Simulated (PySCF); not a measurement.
Two species compared at the same levels of theory.

First species: C7H3F2N.
SMILES: `C1(C=C(C#N)C(=C)C=1F)F`

Second species: C5H9ClF2O2S.
SMILES with atom numbers: `[CH3:1][CH:2]([CH3:3])[CH2:4][C:5]([F:6])([F:7])[S:8](=[O:9])(=[O:10])[Cl:11]` (hydrogens: H12, H13, H14 on C1; H15 on C2; H16, H17, H18 on C3; H19, H20 on C4)

Levels: PBE0/pcSseg-1 for dipole moment, HOMO energy, LUMO energy and HOMO–LUMO gap; GFN2-xTB for rotational constant A and rotational constant C. Geometries: GFN2-xTB. Each species is one conformer at its optimised geometry, gas phase, non-relativistic unless stated. Electronic properties by PySCF.

Dipoles, sizes and rotational constants follow the conformer. The torsions of the flexible species, by atom-mapped SMILES:
- `[CH3:1][CH:2]([CH3:3])[CH2:4][C:5]([F:6])([F:7])[S:8](=[O:9])(=[O:10])[Cl:11]`: C1–C2–C4–C5 65°, C2–C4–C5–F6 163°, C4–C5–S8–O9 -85°

| property | column X | column Y |
| --- | --- | --- |
| dipole moment | 2.17 D | 3.13 D |
| HOMO energy | -7.15 eV | -9.31 eV |
| LUMO energy | -3.23 eV | -1.73 eV |
| HOMO–LUMO gap | 3.92 eV | 7.58 eV |
| rotational constant A | 2.372 GHz | 1.447 GHz |
| rotational constant C | 0.717 GHz | 0.561 GHz |

**Question.** Which column belongs to which species?

**Answer.** Column X is the first species and column Y the second. The first has 13 atoms and 70 electrons, the second 20 and 106.

**Question.** How does each property change from the first species to the second?

**Answer.** dipole moment +0.96 D; HOMO energy -2.16 eV; LUMO energy +1.50 eV; HOMO–LUMO gap +3.66 eV; rotational constant A -0.925 GHz; rotational constant C -0.156 GHz.

On the first: The dipole equals about 7.2 × 10⁻³⁰ C·m (1 D = 3.33564 × 10⁻³⁰ C·m). A dipole of 2.17 D is allowed in Cs, and pure rotational transitions are dipole-allowed.

On the second: The dipole matches unit charges of opposite sign 0.65 Å apart (1 e·Å = 4.8032 D).
